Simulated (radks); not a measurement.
The numbers below are computed, except where a source is named.
Xe30+, configuration [Ar] 3d6.

Code: a radial shooting solver on a logarithmic mesh with Libxc functionals. Model: non-relativistic Kohn-Sham, PBE, spin-polarised, spherical densities, point nucleus; open shells are filled with parallel spins first (spin-orbit coupling, left out, can overturn this in heavy ions); relativity is left out, which matters for an element this heavy.

Energy parts (eV):
| part | energy |
|---|---|
| total | -181472.228 |
| kinetic | 181439.212 |
| electron-nucleus | -398173.724 |
| Hartree | 39026.234 |
| exchange-correlation | -3763.949 |

Orbitals (lengths in bohr, moments of r in powers of bohr):
| orbital | occ. | eigenvalue (eV) | <r^4> | <r^2> |
|---|---|---|---|---|
| 1s up | 1 | -34198.75 | 2.835e-06 | 0.001059 |
| 1s down | 1 | -34198.63 | 2.835e-06 | 0.001059 |
| 2s up | 1 | -6241.770 | 0.0004881 | 0.01702 |
| 2s down | 1 | -6228.400 | 0.0004861 | 0.01698 |
| 2p up | 3 | -5954.818 | 0.0003161 | 0.01276 |
| 2p down | 3 | -5945.181 | 0.0003142 | 0.01272 |
| 3s up | 1 | -2120.942 | 0.01644 | 0.1056 |
| 3s down | 1 | -2107.918 | 0.01662 | 0.1062 |
| 3p up | 3 | -2005.219 | 0.01498 | 0.09883 |
| 3p down | 3 | -1991.244 | 0.01518 | 0.09947 |
| 3d up | 5 | -1802.805 | 0.01046 | 0.07822 |
| 3d down | 1 | -1785.192 | 0.01069 | 0.07897 |
| 4s up | 0 | -1042.674 | 0.2225 | 0.4026 |
| 4s down | 0 | -1038.371 | 0.2250 | 0.4049 |
| 4p up | 0 | -994.5772 | 0.2255 | 0.4024 |
| 4p down | 0 | -990.0899 | 0.2286 | 0.4051 |

The highest occupied level is 3d down at -1785.2 eV. Summed over all electrons, <r^2> = 1.389 bohr^2, which gives a Langevin (diamagnetic) susceptibility term of -1.1 x 10^-6 cm^3/mol. The density falls to 0.001 e/bohr^3 at r = 0.90 bohr. The spin density at the nucleus is -5.60 e/bohr^3 (1s -0.81, 2s -16.05, 3s 11.26). For comparison, the ionisation energy in NIST's Atomic Spectra Database is 1826 eV (theoretical). In exact Kohn-Sham theory the highest level is minus the ionisation energy, but local and semilocal functionals leave it too shallow, through self-interaction and a potential that decays too fast; potentials with the right tail come closer. Spin moment in Bohr magnetons: 4. The electron density at the nucleus is 1.111e+05 e/bohr^3. Virial ratio -V/T = 2.00018.
